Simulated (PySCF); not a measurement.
HSZn, SMILES [Zn][SH] (connectivity only; charge and spin as stated), neutral, multiplicity 2. Atoms are numbered in the order given.

```xyz
3

Zn     0.0014     0.8134     0.0000
S     -0.0815    -1.4310     0.0000
H      1.2616    -1.5068     0.0000
```
Charge 0, spin multiplicity 2.

Coordinates come from a PBE0-D3(BJ)/def2-TZVP optimisation. The multiplicity is an assumed one; other spin states were not compared. The isomer is the one that the SMILES or the coordinates give; other isomers of the formula were not compared.

Method: PBE0-D3(BJ)/def2-TZVP (PySCF).

Frequencies are harmonic and unscaled.

Computed vibrational spectrum:
```json
[
 {"mode": "1", "ν (cm⁻¹)": "332", "IR (km/mol)": "21.4", "moving atoms (share of kinetic energy)": "S 64 %, Zn 34 %"},
 {"mode": "2", "ν (cm⁻¹)": "574", "IR (km/mol)": "14.3", "moving atoms (share of kinetic energy)": "H 95 %"},
 {"mode": "3", "ν (cm⁻¹)": "2698", "IR (km/mol)": "1.8", "moving atoms (share of kinetic energy)": "H 97 %"}
]
```
